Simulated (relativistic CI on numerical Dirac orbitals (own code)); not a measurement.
**Slater and spin-orbit integrals, Sn17+**

Method of calculation: Dirac-Coulomb-Breit CI, separate exchange-only KLI orbitals for each configuration, model QED, unscaled Slater integrals (own radial code, finite nucleus).

Slater integrals F^k, G^k are unscaled and averaged over j, outside the closed core [Ar] 3d10; ζ comes from projecting the Hamiltonian with its Breit term on Σ l·s of the shell.

- 4s2 4p3: F^2(4p,4p) = 135880, ζ(4p) = 55809 cm⁻¹; <r>(4p) = 0.7646, <r^2>(4p) = 0.6593 (bohr units).
- 4s 4p4: F^2(4p,4p) = 135850, G^1(4s,4p) = 178710, ζ(4p) = 55713 cm⁻¹; <r>(4s) = 0.737, <r^2>(4s) = 0.6093, <r>(4p) = 0.7648, <r^2>(4p) = 0.6596 (bohr units).
- 4p5: ζ(4p) = 55626 cm⁻¹; <r>(4p) = 0.7655, <r^2>(4p) = 0.6609 (bohr units).

Averages of the first 10 configurations, taken without configuration mixing, which lowers the lowest level and can move excited configurations by several eV; other configurations of the list can lie among them:

```csv
Configuration,Parity,States,Average energy above the lowest level (eV)
4s2 4p3,odd,20,14.2
4s 4p4,even,30,68.1
4p5,odd,6,128.1
4s2 4p2 4d,even,150,93.0
4s 4p3 4d,odd,400,144.3
4s2 4p2 4f,odd,210,174.4
4s 4p3 4f,even,560,226.0
4p4 4d,even,150,201.7
4s 4p2 4d2,even,1350,222.2
4s2 4p 4d 4f,even,840,253.7
```
